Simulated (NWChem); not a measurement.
Molecule: C2H2BrF; SMILES BrC(=C)F

Results from NWChem. Pople sets run with spherical d functions. Geometry: optimised at PBE0/def2-SVP. Level: PBE0/6-31G* with SMD (1 M gas to 1 M solution), gas-phase geometry.

```json
[
 {"solvent": "water", "dielectric constant": "78.4", "solvation free energy (kcal/mol)": "0.8", "cavity-dispersion-structure term (kcal/mol)": "2.7", "dipole in solution (D)": "1.68"},
 {"solvent": "1,4-dioxane", "dielectric constant": "2.21", "solvation free energy (kcal/mol)": "[?]", "cavity-dispersion-structure term (kcal/mol)": "[?]", "dipole in solution (D)": "[?]"},
 {"solvent": "tetrahydrofuran", "dielectric constant": "7.43", "solvation free energy (kcal/mol)": "-2.2", "cavity-dispersion-structure term (kcal/mol)": "-0.6", "dipole in solution (D)": "1.61"},
 {"solvent": "chloroform", "dielectric constant": "4.71", "solvation free energy (kcal/mol)": "-2.8", "cavity-dispersion-structure term (kcal/mol)": "-1.3", "dipole in solution (D)": "1.57"}
]
```

**Question.** Fill in the missing entries.

**Answer.** 
- 1,4-dioxane, solvation free energy (kcal/mol): -1.1
- 1,4-dioxane, cavity-dispersion-structure term (kcal/mol): -0.1
- 1,4-dioxane, dipole in solution (D): 1.45
